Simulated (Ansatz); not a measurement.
Reaction (redistribution): `F[B](F)[SnH3]` + `N#C[Si](Cl)(Cl)Cl` → `Cl[Si](Cl)(Cl)[SnH3]` + `N#CB(F)F`

Gas-phase electronic energies from Ansatz, PBE0-D4/def2-TZVP geometries. CCSD(T)/CBS adds triple-zeta CCSD(T) − MP2 to the extrapolated MP2 energy (def2 sets, frozen cores). Functionals use def2-TZVPP. def2 core potentials past Kr. For Sn outer-core shells are correlated without core-valence functions, which leaves a few kJ/mol of doubt a bond.

```csv
level,ΔE (eV)
r2SCAN0-D4,-0.49
ωB97M-V,-0.43
PBE0,-0.50
r2SCANh,-0.48
r2SCAN0,-0.48
LC-ωPBE,-0.41
MP2/def2-SVP,-0.50
MP2/def2-QZVPP,-0.44
```

**Question.** What does CCSD(T)/CBS give? (Estimate.)

**Answer.** Ansatz gave: -0.46 eV. The listed levels differ from it by -0.03, 0.03, -0.04, -0.02, -0.02, 0.05, -0.04, 0.02 eV.

Largest T1 diagnostic among the species: 0.014.

In def2-TZVPP, CCSD(T) changes the Hartree–Fock value by +0.07 eV (the triples alone add +0.01 eV) and MP2 by +0.06 eV. At CCSD(T), def2-SVP lies −0.04 eV from the extrapolated value and def2-TZVPP +0.06 eV. Leaving LDA and LC-ωPBE aside and taking each functional with its dispersion term where it has one, the values, not all of them listed here, spread over 0.09 eV, from HSE06-D4 to ωB97X-V.
